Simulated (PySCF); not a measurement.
An unknown shows these calculated signals:

¹H NMR (300 MHz, computed): δ 5.52 (m, 2H), 5.20 (m, 2H), 5.11 (m, 1H).

¹³C{¹H} NMR (computed): δ 128.9 (C), 99.4 (CH), 95.8 (CH2).

[PySCF 2.14.0 with density-fitted response routines: shieldings: GIAO PBE0/pcSseg-1; structure optimised with GFN2-xTB; one averaged value for each set of equivalent atoms; relativity neglected; in vacuum; single conformer]

Shifts are taken against calculated references (same method and geometry level): TMS for ¹H (σ = 31.72 ppm), ¹³C (σ = 186.93 ppm).

Q: Which of these does the molecule contain: an NH or NH2 group, an OH group, a Si–CH3 group, a CF3 group?

A: 
- An NH or NH2 group: no.
- An OH group: no.
- A Si–CH3 group: no.
- A CF3 group: yes (δC 128.9).

The data belong to `InChI=1S/C4H5F3O3/c5-4(6,7)3-9-1-8-2-10-3/h3H,1-2H2`; they needn't prove each group on their own.

Carbon signals by region: 1 in the sp2 and nitrile region (100–160 ppm), 2 at 50–100 ppm.

Splittings by ¹⁹F in the carbon and heteronuclear signals aren't shown, as no couplings were computed. Shifts are as computed. Against solution values, carbons near 30 ppm lie about +3 ppm off and those near 130 ppm about +5 ppm. Of 1211 compounds with measured shifts, 218 miss one by over three times the rms of a fit or turn the order of signals round; such compounds aren't used in these exercises. No couplings were computed; multiplicities are counted from neighbouring protons, with m where these are inequivalent, close in shift, in a saturated or five-membered ring or joined by F or P, and br s for small geminal =CH2 splittings.
